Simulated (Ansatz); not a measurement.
Born–Oppenheimer molecular dynamics of CH₂BBrSi (6 atoms, charge 0, multiplicity 1). It starts at the highest image of a converged band, a first-order saddle point between two minima.

All numbers below come from Ansatz 0.2.0, RHF/def2-SVP.

```json
{"ensemble": "NVE (velocity Verlet)", "time step": "0.5 fs", "steps asked": "200", "starting velocities drawn for": "300 K", "seed": "9721"}
```

First frame:

```xyz
6
Properties=species:S:1:pos:R:3
B 0.624 -2.147 1.382
C 0.501 -1.029 0.353
Si -0.026 0.458 -0.413
Br -2.092 0.756 -1.150
H 0.867 1.253 -1.257
H 0.127 0.709 1.086
```

**Question.** How far do the bonds stretch over the last three quarters of this one trajectory? (Pairs bonded in most of those frames.)

**Answer.** 
| bond | mean (Å) | spread (Å) | shortest | longest |
| --- | --- | --- | --- | --- |
| B1–C2 | 1.506 | 0.028 | 1.46 | 1.55 |
| C2–Si3 | 1.848 | 0.040 | 1.79 | 1.93 |
| Si3–Br4 | 2.227 | 0.023 | 2.19 | 2.26 |
| Si3–H5 | 1.478 | 0.008 | 1.47 | 1.50 |
| Si3–H6 | 1.476 | 0.059 | 1.39 | 1.57 |

Mean temperature of the second half: 348 K. The conserved energy stayed within 0.14 meV per atom of its start (net change -0.028 meV per atom), so the integration is sound. A run of 0.1 ps of so small a system gives no equilibrium averages. The orbitals stay closed-shell, which can raise the energy where a bond breaks towards radicals; this wasn't checked here.

The run took 7.8 min on 1 thread of Arm Neoverse V1, on a shared host, peak memory 0.22 GiB.
